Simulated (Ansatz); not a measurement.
A nudged elastic band was laid between two geometries of BClFH2N + H2 (8 atoms, charge 0, multiplicity 1).

Computed with RKS PBE/cc-pVDZ (Ansatz).

| Item | Value |
| --- | --- |
| movable images | 7 |
| climbing image | yes |
| spring | 5.0 eV/Å² |
| optimiser | quadratic models (default) |
| start path | through a guess of the saddle point |
| force threshold | 0.05 eV/Å |
| iteration limit | 60 |
| end points | relaxed |

Initial state:

```xyz
8
Properties=species:S:1:pos:R:3
B 0.069 -0.772 0.167
N -0.014 -0.207 1.446
H -0.893 -0.118 1.952
H 0.814 0.099 1.957
F 1.260 -0.901 -0.455
Cl -1.395 -1.335 -0.683
H -0.623 3.218 1.364
H -0.476 2.470 1.252
```

Final state:

```xyz
8
Properties=species:S:1:pos:R:3
B 0.018 0.359 0.063
N -0.195 0.358 1.704
H -0.445 -0.594 2.019
H 0.660 0.652 2.203
F 1.096 -0.498 -0.146
Cl -1.609 -0.338 -0.552
H 0.181 1.527 -0.265
H -0.965 0.986 1.974
```

Question: Which bonds break or form, and what moves?

Answer: Bonds broken: H7–H8. Bonds formed: B1–H7, N2–H8. BClFH2N + H2 becomes BClFH4N.

Question: What energy profile does the band end with?

Answer: The run converged. The highest image is number 5 of 0 to 8, 1.59 eV above the first end and 1.61 eV above the last; the last end lies 0.02 eV below the first. Neighbouring images differ by up to 1.3 eV, so the band resolves the path poorly. A vibrational analysis at the climbing image gives one clearly imaginary mode, 1259i cm⁻¹: a first-order saddle point. The orbitals stay closed-shell, which can raise the energy where a bond breaks towards radicals; this wasn't checked here.

| image | path coordinate (Å) | energy (eV) | H7–H8 (Å) | B1–H7 (Å) | N2–H8 (Å) |
| --- | --- | --- | --- | --- | --- |
| 0 | 0.00 | 0.00 | 0.77 | 4.22 | 2.72 |
| 1 | 0.72 | 0.01 | 0.77 | 3.87 | 2.74 |
| 2 | 1.44 | 0.02 | 0.77 | 3.45 | 2.79 |
| 3 | 2.16 | 0.07 | 0.77 | 2.80 | 2.62 |
| 4 | 2.88 | 0.45 | 0.78 | 2.11 | 2.07 |
| 5 | 3.60 | 1.59 | 1.02 | 1.43 | 1.39 |
| 6 | 4.32 | 0.34 | 1.81 | 1.24 | 1.04 |
| 7 | 5.03 | 0.01 | 2.44 | 1.22 | 1.03 |
| 8 | 5.74 | -0.02 | 2.57 | 1.22 | 1.03 |

Question: What is the geometry of the highest image?

Answer: 
```xyz
8
Properties=species:S:1:pos:R:3:forces:R:3
B -0.082 0.150 0.271 0.01 0.01 0.00
N -0.125 0.262 1.821 -0.01 0.00 0.00
H -0.898 -0.213 2.298 0.00 0.00 0.00
H 0.775 0.098 2.288 0.00 0.00 0.00
F 1.143 -0.168 -0.251 -0.01 0.00 0.00
Cl -1.555 -0.622 -0.472 0.00 0.00 0.00
H -0.253 1.549 0.018 0.00 0.00 0.00
H -0.263 1.398 1.027 0.00 0.00 0.00
```

Run time: 4 min on 1 thread of Arm Neoverse V1, with other jobs on the host, peak memory 0.12 GiB.
